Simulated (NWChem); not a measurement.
SF3 cation; SMILES F[S+](F)F

Program: NWChem. Coordinates come from a PBE0/def2-SVP optimisation. Level: M06-2X/def2-SVP with SMD (1 M gas to 1 M solution), gas-phase geometry. Reactions with the solvent are ignored.

### Question
What does the run give for solvent benzene? Quantities: solvation free energy (kcal/mol); cavity-dispersion-structure term (kcal/mol).

### Answer
solvation free energy (kcal/mol): -36.4
cavity-dispersion-structure term (kcal/mol): -0.1
